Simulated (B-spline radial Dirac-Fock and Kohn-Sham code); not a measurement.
## Cr³⁺: eigenvalues, ΔSCF and the reference

System: chromium as Cr³⁺ in the configuration [Ar] 3d2 4p1 (an excited configuration).

The density-functional columns are spherical, spin-unpolarised Dirac-Kohn-Sham results without Breit or QED terms: −ε is minus the orbital energy of the initial state and ΔSCF the difference of two total energies. The reference in the last column comes from multi-electron Dirac-Fock with separately optimised hole states, Breit and Lamb-shift corrections added in first order. All numbers are from a radial B-spline solver, in eV; a selection of levels is shown.

```csv
level,LDA −ε,LDA ΔSCF,Dirac-Fock
1s,5915.1,6061.2,6052.5
2s,716.9,744.4,764.1
2p1/2,617.3,649.2,649.5
2p3/2,608.7,640.2,641.1
3s,121.2,131.9,138.6
3p1/2,93.04,103.5,103.3
3p3/2,91.92,102.3,102.2
3d,47.36,57.10,55.60
4p,25.79,29.61,28.54
```

Values without a named source are computed, but for edge energies of neutral atoms, which are taken from tables.
